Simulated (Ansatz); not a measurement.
Basis-set extrapolation for C3H6AlN, SMILES `C=C1[CH2][AlH][NH]1` (PBE0-D4/def2-TZVP geometry, frozen core, Ansatz 0.2.0). Multiplicity 1, RHF reference.

|  | def2-TZVPP | def2-QZVPP |
| --- | --- | --- |
| HF | -413.521162 | -413.536051 |
| MP2 correlation | -0.773602 | -0.824815 |
| CCSD(T) correlation | -0.844644 | not run |

Energies in hartree. Use E(X) = E(∞) + A·exp(−7.88·√X) for Hartree–Fock and E(X) = E(∞) + B·X^(−2.97) for correlation, with X = 3 and 4, and add CCSD(T) minus MP2 of the smaller set to the MP2 limit.

**Question.** What is the CCSD(T) energy at the basis-set limit?

**Answer.** HF limit: -413.536051 + (-0.014889) × 0.13774 = -413.53810. MP2 limit: -0.824815 + (-0.051213) × 0.74074 = -0.86275. Higher-order term: -0.844644 − (-0.773602) = -0.07104. Total: -414.47189 hartree, 278.5 kJ/mol below CCSD(T)/def2-TZVPP.
